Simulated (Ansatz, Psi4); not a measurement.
# Computed against measured: dipole moment

7 molecules with halogens; the dipole moment in D, computed less measured. Shapes, held fixed at every level: PBE0-D4/def2-TZVP. No vibrational averaging. Dipoles are compared by magnitude; molecules under 1 D, whose direction can flip, are left out. Programs: Ansatz 0.2.0, Psi4 1.11. Measured values: NIST CCCBDB.

Levels: A = r2SCAN-D4/def2-TZVPP; B = B3LYP/6-31G* (spherical functions); C = wB97M-V/def2-TZVPP.

```json
{"molecule": "BrF (bromine fluoride)", "measured": "1.42", "A": "-0.17", "B": "-0.09", "C": "+0.02"}
{"molecule": "CuF (fluorocopper)", "measured": "5.77", "A": "-0.87", "B": "-1.66", "C": "-0.38"}
{"molecule": "SF2 (SMILES FSF)", "measured": "1.05", "A": "-0.12", "B": "+0.09", "C": "+0.10"}
{"molecule": "NOF (nitrosyl fluoride)", "measured": "1.81", "A": "-0.48", "B": "-0.70", "C": "-0.36"}
{"molecule": "AsF3 (arsenic trifluoride)", "measured": "2.59", "A": "-0.28", "B": "-0.32", "C": "-0.06"}
{"molecule": "C2H3Cl (SMILES C=CCl)", "measured": "1.45", "A": "-0.09", "B": "+0.06", "C": "-0.07"}
{"molecule": "C2H3ClO (acetyl chloride)", "measured": "2.72", "A": "+0.08", "B": "+0.05", "C": "+0.06"}
```

**Question.** Which level does best on this set, which worst, and which err to one side?

**Answer.** 
```
                             level                    kind  mean error  mean absolute error  worst case
              r2SCAN-D4/def2-TZVPP                meta-GGA      -0.276                0.299         CuF
B3LYP/6-31G* (spherical functions)           global hybrid      -0.367                0.424         CuF
                wB97M-V/def2-TZVPP  range-separated hybrid      -0.099                0.150         CuF
```

On this set wB97M-V/def2-TZVPP has the smallest mean absolute error and B3LYP/6-31G* (spherical functions) the largest. r2SCAN-D4/def2-TZVPP is too low in 6 of 7; B3LYP/6-31G* (spherical functions) is too low in 4 of 7; wB97M-V/def2-TZVPP is too low in 4 of 7. All levels miss CuF, NOF on one side: the cause may be the shape, the tabulated value or an error that the levels share. The levels differ in basis as well as in method. The tabulated value of NOF is in doubt (older tables, estimates, or at odds with other calculations) and kept here. Over the 6 molecules whose values aren't doubted the mean absolute errors are A 0.268; B 0.378; C 0.115. Relativity is left out for As, Br, Cu. The set is small.
